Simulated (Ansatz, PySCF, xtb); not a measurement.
Complex: H2O (SMILES O) (first 3 atoms) with C2H3F (SMILES C=CF); geometry from B3LYP-D3(BJ)/def2-TZVP, rigid monomers moved along the line of their centres of mass till H3···F6 is 1.90 Å.
(charge 0, multiplicity 1):
```xyz
9

O      0.331    -0.115    -0.575
H      0.032    -0.859    -1.107
H     -0.362     0.022     0.083
C      0.983    -0.653     2.500
C     -0.289    -0.446     2.764
F     -1.181    -0.119     1.790
H      1.376    -0.574     1.495
H      1.649    -0.908     3.312
H     -0.772    -0.500     3.730
```

Counterpoise-corrected where a basis set is named; no monomer relaxation. Rows marked so take none.

Rows in 6-311+G** carry no dispersion term and start afresh at each structure.

Programs: Ansatz (Gaussian basis) for Hartree–Fock, density functionals and correlated methods; PySCF for 6-311+G** rows; xtb for the GFN methods. 

**Question.** Predict the interaction energy from B3LYP/6-311+G** (no counterpoise).

**Answer.** -2.2 kcal/mol

**Question.** Give the interaction energy at the level GFN2-xTB.

**Answer.** -2.5 kcal/mol

**Question.** Estimate the interaction energy that PBE/def2-TZVPPD returns for this input.

**Answer.** -1.7 kcal/mol

Ansatz is an electronic-structure program.
